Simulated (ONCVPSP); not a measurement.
# Transferability test, ONCV potential for V (Z = 23)

| Item | Value |
| --- | --- |
| Element | vanadium |
| Generator | ONCVPSP 4.0.1 |
| Type | optimised norm-conserving Vanderbilt (ONCV) |
| Functional | PW91 |
| Relativity | scalar-relativistic |
| Frozen core | [Ar] |
| Valence charge | 5 |
| Reference configuration | 3d3 4s1 4p1 |
| Partial waves | 4s: rc 2.20 bohr, ncon 5, nbas 9, qcut 2.8 1/bohr, 3 projectors, debl 3.9 Ha; 4p: rc 2.30 bohr, ncon 5, nbas 10, qcut 3.3 1/bohr, 1 projector; 3d: rc 2.25 bohr, ncon 4, nbas 8, qcut 6.1 1/bohr, 2 projectors, debl 0.4 Ha |
| Local potential | polynomial inside 1.65 bohr (lpopt 5, dvloc0 4 Ha) |
| Core correction | Teter function, fcfact 3.5, rcfact 1.7 |

Energies are relative to the spin-unpolarised reference configuration 3d3 4s1 4p1; without spin polarisation the order of configurations can differ from experiment.

| valence configuration | charge | ΔE all-electron (eV) | error AE − PS (meV) |
| --- | --- | --- | --- |
| 3d3 4s2 4p0 | 0 | -3.363 | -13 |
| 3d3 4s1 4p0 | +1 | 4.423 | -28 |
| 3d2 4s2 4p0 | +1 | 7.690 | +124 |

Question: What are ΔE and the potential's error for 3d3 4s0 4p0?

Answer: ΔE = 18.746 eV all-electron; the error (AE − PS) is -329 meV.

Levels in the configuration 3d2 4s2 4p0:

```csv
level,all-electron (eV),pseudo (eV)
3d,-17.499,-17.164
4s,-12.572,-12.549
```

Note: ghosts flagged at negative energy: s at -169.1 eV; no localised positive-energy state flagged. A true bound ghost makes a file unfit for plane-wave use.
